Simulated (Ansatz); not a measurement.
[MnOF4]- (MnOF₄⁻), 6 atoms. Hardware: 4 threads of Arm Neoverse V1 on a shared host.

Correlated methods freeze 10 core orbitals; core or outer-core shells of Mn are correlated, in sets that lack core-valence functions.

Task: How many basis functions does each of these Ansatz runs have, and roughly what does it cost? r2SCAN-D4/def2-TZVPD, charge -1 unrestricted singlet, energy, from earlier orbitals; RPA@PBE/def2-SVPD, charge -1 triplet, energy, from earlier orbitals; PBE0-D4/def2-SVP, charge -1 unrestricted singlet, energy with a search over starts; r2SCAN-D4/def2-TZVPD, charge -1 triplet, energy, from earlier orbitals; r2SCAN-D4/def2-SVPD, charge -1 singlet, relaxation, 4 steps; LDA (SPW92)/def2-TZVPD, charge -1 singlet, energy, from earlier orbitals; PBE0-D4/def2-TZVPD, charge -1 singlet, energy, from earlier orbitals; PBE-D4/def2-TZVPD, charge -1 triplet, energy, from earlier orbitals; PBE0-D4/def2-SVP, charge 0 doublet at the geometry of the charge -1 singlet, energy with a search over starts; r2SCAN0-D4/def2-TZVPD, charge -1 singlet, energy, from earlier orbitals; PBE-D4/def2-TZVPD, charge -1 unrestricted singlet, energy, from earlier orbitals; B3LYP-D4/def2-TZVPD, charge -1 triplet, energy, from earlier orbitals.

Result: Other jobs shared the machine, so times can vary by a factor of up to 3. A dash marks memory too small to be measured apart from the calling script's.

```json
{"run": "LDA (SPW92)/def2-TZVPD, charge -1 singlet, energy, from earlier orbitals", "functions": "248", "fitting or Cholesky vectors": "1426", "wall time": "1.7 s", "peak host memory (GiB)": "–"}
{"run": "PBE0-D4/def2-TZVPD, charge -1 singlet, energy, from earlier orbitals", "functions": "248", "fitting or Cholesky vectors": "1514", "wall time": "4.9 s", "peak host memory (GiB)": "0.77"}
{"run": "PBE0-D4/def2-SVP, charge 0 doublet at the geometry of the charge -1 singlet, energy with a search over starts", "functions": "101", "fitting or Cholesky vectors": "993", "wall time": "5.5 s", "peak host memory (GiB)": "–"}
{"run": "RPA@PBE/def2-SVPD, charge -1 triplet, energy, from earlier orbitals", "functions": "149", "fitting or Cholesky vectors": "1475", "wall time": "6 s", "peak host memory (GiB)": "–"}
{"run": "PBE-D4/def2-TZVPD, charge -1 triplet, energy, from earlier orbitals", "functions": "248", "fitting or Cholesky vectors": "1426", "wall time": "6 s", "peak host memory (GiB)": "–"}
{"run": "r2SCAN0-D4/def2-TZVPD, charge -1 singlet, energy, from earlier orbitals", "functions": "248", "fitting or Cholesky vectors": "1514", "wall time": "8 s", "peak host memory (GiB)": "0.8"}
{"run": "r2SCAN-D4/def2-SVPD, charge -1 singlet, relaxation, 4 steps", "functions": "149", "fitting or Cholesky vectors": "1340", "wall time": "11 s", "peak host memory (GiB)": "–"}
{"run": "PBE-D4/def2-TZVPD, charge -1 unrestricted singlet, energy, from earlier orbitals", "functions": "248", "fitting or Cholesky vectors": "1426", "wall time": "14 s", "peak host memory (GiB)": "0.83"}
{"run": "r2SCAN-D4/def2-TZVPD, charge -1 triplet, energy, from earlier orbitals", "functions": "248", "fitting or Cholesky vectors": "1426", "wall time": "14 s", "peak host memory (GiB)": "–"}
{"run": "PBE0-D4/def2-SVP, charge -1 unrestricted singlet, energy with a search over starts", "functions": "101", "fitting or Cholesky vectors": "993", "wall time": "20 s", "peak host memory (GiB)": "–"}
{"run": "B3LYP-D4/def2-TZVPD, charge -1 triplet, energy, from earlier orbitals", "functions": "248", "fitting or Cholesky vectors": "1491", "wall time": "26 s", "peak host memory (GiB)": "1.5"}
{"run": "r2SCAN-D4/def2-TZVPD, charge -1 unrestricted singlet, energy, from earlier orbitals", "functions": "248", "fitting or Cholesky vectors": "1426", "wall time": "29 s", "peak host memory (GiB)": "0.92"}
```
